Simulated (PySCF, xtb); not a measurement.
C3H5BFNO, SMILES C/N=C/B(F)C=O. Atoms are numbered in the order given.

```xyz
12

C     -0.5131     2.9409     0.0000
N      0.2733     1.7354     0.0000
C     -0.3234     0.6034     0.0000
B      0.5111    -0.7186     0.0000
F      1.8326    -0.7064     0.0000
C     -0.2233    -2.1513     0.0000
O     -1.4361    -2.2335     0.0000
H     -1.6086     2.7707     0.0000
H     -0.2376     3.5468    -0.8804
H     -0.2376     3.5468     0.8804
H     -1.4324     0.5359     0.0000
H      0.4014    -3.0885     0.0000
```
Charge 0, spin multiplicity 1.

Geometry: B3LYP-D3(BJ)/def2-SVP. The structure was generated by enumeration; whether it is a known compound was not checked. The values are those of a single conformer.

The numbers are results of IEF-PCM-M06-2X/def2-SVP run with PySCF 2.14.0, not measurements.

The values are the electrostatic part of the solvation free energy, E(continuum) − E(gas) at the gas-phase geometry, in a cavity of scaled van der Waals radii (PySCF's table); cavitation and dispersion terms are not included. In vacuum the orbital gap is 6.69 eV. The dipole moment in vacuum is 1.18 D.

Computed values in water (ε = 78.36), acetonitrile (ε = 35.69), methanol (ε = 32.61):
```
solvent           ε  ΔG(elec) (kcal/mol)  dipole (D)  gap (eV)
------------  -----  -------------------  ----------  --------
water         78.36                 -6.1        1.23      6.77
acetonitrile  35.69                 -6.0        1.23      6.77
methanol      32.61                 -5.9        1.23      6.77
```

For comparison, GFN2-xTB/ALPB(water) (xtb, at the GFN2-xTB geometry, all terms of that model) gives -3.1 kcal/mol.
